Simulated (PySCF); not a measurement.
The vertical singlet excitations below were computed for one of the candidates. Theory: TDDFT CAM-B3LYP/def2-SVPD, vertical, gas phase, core orbitals frozen in the response in PySCF. Geometries: PBE0-D3(BJ)/def2-SVP, one conformer each. Relativistic effects are left out although some hold elements past zinc.

| state | E (eV) | λ (nm) | f |
| --- | --- | --- | --- |
| S1 | 6.78 | 182.8 | 0.152 |
| S2 | 6.87 | 180.4 | 0.0042 |
| S3 | 6.97 | 178.0 | 0.100 |
| S4 | 7.41 | 167.4 | 0.112 |
| S5 | 7.53 | 164.6 | 0.031 |
| S6 | 7.75 | 160.0 | 0.010 |
| S7 | 7.79 | 159.1 | 0.042 |
| S8 | 7.94 | 156.2 | 0.029 |
| S9 | 7.97 | 155.6 | 0.016 |
| S10 | 8.19 | 151.3 | 0.017 |

Orbital energies (eV): HOMO-3 -10.25, HOMO-2 -9.77, HOMO-1 -9.39, HOMO -8.54, LUMO 0.86, LUMO+1 1.24, LUMO+2 1.62.

Task: Which structure fits?
A. `C#[C][GeH2][N]1C=CC=C1`
B. `COc1cccnc1`
C. `C=C[B@@H-]1[NH2+][BH2-][N@H+]1C`

Result: C. Its S1, at 6.78 eV, is the highest among the candidates; the nearest of the others has S1 at 5.36 eV. S1 is HOMO→LUMO (85%). Löwdin shares by element: HOMO carbon 64% or more, boron 9% or more, hydrogen 6% or more (atoms not listed hold the other 22%); LUMO boron 37%, hydrogen 24% or more (atoms not listed hold the other 40%). At the same level the other candidates give, for their lowest levels:
- `COc1cccnc1`: 5.00 eV (f 0.004); 5.13 eV (f 0.077); 5.75 eV (f 0.000); 6.07 eV (f 0.091); 6.68 eV (f 0.011); T1 4.00 eV; HOMO -8.05, LUMO 0.26 eV
- `C#[C][GeH2][n]1cccc1`: 5.36 eV (f 0.000); 5.92 eV (f 0.015); 5.99 eV (f 0.003); 6.13 eV (f 0.000); 6.14 eV (f 0.001); T1 4.21 eV; HOMO -7.38, LUMO 0.48 eV

The values belong to the conformer `[CH2:1]=[CH:2][B@@H-:3]1[NH2+:4][BH2-:5][N@H+:6]1[CH3:7]`: C1–C2–B3–N4 117°.
Triplets come from the Tamm–Dancoff approximation.
